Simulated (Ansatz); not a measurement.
Question: Name a neutral molecule of Cl, F, N, O, Si and H with HOMO energy (PBE/def2-TZVPP) between -7.20 and -6.90 eV and HOMO energy (ωB97M-V/def2-TZVPP) between -10.95 and -10.65 eV (Ansatz, PBE0-D4/def2-TZVP geometry).

Answer: `O[Si@H](F)N[Si@H](O)Cl` (-7.12 eV, -10.89 eV); `O[Si](O)(F)N[SiH2]Cl` (-6.96 eV, -10.74 eV). Other molecules can fit too; these were computed, each in one conformer that needn't be the lowest.
